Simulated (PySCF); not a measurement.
All of these have the formula C5H4N4. Method: TDDFT CAM-B3LYP/def2-SVPD, vertical, gas phase, core orbitals frozen in the response in PySCF 2.14.0, density-fitted response routines. Geometries: GFN2-xTB; one conformer of each isolated species. Triplets are in the Tamm–Dancoff approximation.

A. `C=CN1N=CC(C#N)=N1`
B. `CC1=NN=CC(C#N)=N1`
C. `C=Cc1n[nH]nc1C#N`

Lowest singlet levels (six at most, fewer where fewer were computed) with oscillator strengths:

1. 5.41 eV (f 0.119); 5.94 eV (f 0.187); 6.25 eV (f 0.001); 6.63 eV (f 0.000); 6.79 eV (f 0.453); 6.81 eV (f 0.007); T1 3.60 eV
2. 5.28 eV (f 0.563); 5.91 eV (f 0.000); 6.39 eV (f 0.028); 6.63 eV (f 0.003); 6.93 eV (f 0.001); 7.03 eV (f 0.076); T1 3.54 eV
3. 2.87 eV (f 0.003); 3.91 eV (f 0.000); 5.26 eV (f 0.148); 5.29 eV (f 0.012); 5.66 eV (f 0.000); 6.27 eV (f 0.075); T1 2.20 eV

**Question.** Which spectrum belongs to which structure?

**Answer.** 1 = C, 2 = A, 3 = B.
- A: S1 at 5.28 eV, HOMO→LUMO (96%); Löwdin shares by element: HOMO carbon 52% or more, nitrogen 14% or more (atoms not listed hold the other 34%); LUMO nitrogen 44% or more, carbon 16% or more (atoms not listed hold the other 40%); HOMO -8.94 and LUMO -0.97 eV; point group Cs, 1 of its 6 listed states under f = 0.0005.
- B: S1 at 2.87 eV, HOMO→LUMO (96%); Löwdin shares by element: HOMO nitrogen 79% or more, carbon 8% or more; LUMO nitrogen 52% or more, carbon 19% or more (atoms not listed hold the other 29%); HOMO -8.94 and LUMO -2.09 eV.
- C: S1 at 5.41 eV, HOMO→LUMO (95%); Löwdin shares by element: HOMO carbon 56% or more, nitrogen 12% or more (atoms not listed hold the other 32%); LUMO nitrogen 28% or more, carbon 28% or more (atoms not listed hold the other 44%); HOMO -8.87 and LUMO -0.58 eV; point group Cs, 1 of its 6 listed states under f = 0.0005.
A and C have S1 within 0.14 eV of each other; their strongest listed levels stand at 5.28 eV (f 0.563) and 6.79 eV (f 0.453).
